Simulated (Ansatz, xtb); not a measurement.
**BrClFH2Si2+: which of two structures lies lower**

Structure a: a singlet given by its coordinates. Structure b: `F[SiH2][Si+](Cl)Br`, a singlet. Both are isolated ions in the gas phase, relaxed with r2SCAN-D4/def2-SVP; the shapes shown needn't be the lowest conformers.

a (Å):

```xyz
7

Br    1.4252   -0.0366   -2.3149
Cl    1.3572   -2.4120    0.5411
F    -1.5872   -2.0567    1.4645
Si   -0.7810   -2.0824    0.0908
Si    0.6354   -0.3444   -0.3399
H    -1.2486   -3.0995   -0.8665
H     1.0237    0.6226    0.7098
```

Close contacts (Å): Br1–Si5 2.15, Cl2–Si4 2.21, Cl2–Si5 2.36, F3–Si4 1.59, Si4–Si5 2.28, Si4–H6 1.47, Si5–H7 1.48.

b (Å):

```xyz
7

Br   -4.0819    0.1972   -0.2896
Cl   -0.8554    1.3989    0.4549
F     0.6707   -1.4749   -1.3064
Si   -0.8734   -1.8539   -1.5394
Si   -1.9549   -0.0223   -0.4191
H    -1.2970   -3.0615   -0.7965
H    -1.2957   -1.7415   -2.9531
```

Question: Estimate which is lower in electronic energy at CCSD(T)/def2-SVP + ΔMP2/def2-TZVPP, and by roughly how much.

Answer: The CCSD(T)/def2-SVP + ΔMP2/def2-TZVPP calculation puts structure b lower, by 2.5 kcal/mol.

Level by level:

```tsv
level	geometry	E(b) − E(a) (kcal/mol)	departure from the last row (kcal/mol)	job, with rough time for the two
r2SCAN-D4/def2-SVP	r2SCAN-D4/def2-SVP	−1.4	+1.2	optimisation, 1.7 min
HF/def2-SVP	r2SCAN-D4/def2-SVP	−6.6	−4.0	part of the CCSD(T) run
MP2/def2-SVP	r2SCAN-D4/def2-SVP	−3.8	−1.2	part of the CCSD(T) run
CCSD(T)/def2-SVP	r2SCAN-D4/def2-SVP	−4.5	−1.9	single point
CCSD(T)/def2-SVP + ΔMP2/def2-TZVPP	r2SCAN-D4/def2-SVP	−2.5		single point, 48 s
```

The levels shown agree on the order. The largest departure from CCSD(T)/def2-SVP + ΔMP2/def2-TZVPP is that of HF/def2-SVP, 4.0 kcal/mol. Levels run at GFN2-xTB geometries aren't shown. The last row adds to CCSD(T) the change of the MP2 difference between the two basis sets, here +1.9 kcal/mol.

With harmonic frequencies from r2SCAN-D4/def2-SVP (ideal gas, rigid rotor, one conformer each, 298.15 K, 1 atm): on the last row, ΔE + ΔZPE = −2.5 kcal/mol. A mode under 50 cm⁻¹ makes harmonic enthalpies and free energies unreliable, so none is given.

The correlated steps freeze 25 core orbitals; the filled d shell of Br is correlated, in a basis made for valence electrons. Run with Ansatz 0.2.0; the last row on 2 threads of Intel(R) Xeon(R) Platinum 8375C CPU @ 2.90GHz (Ice Lake) on a shared host.
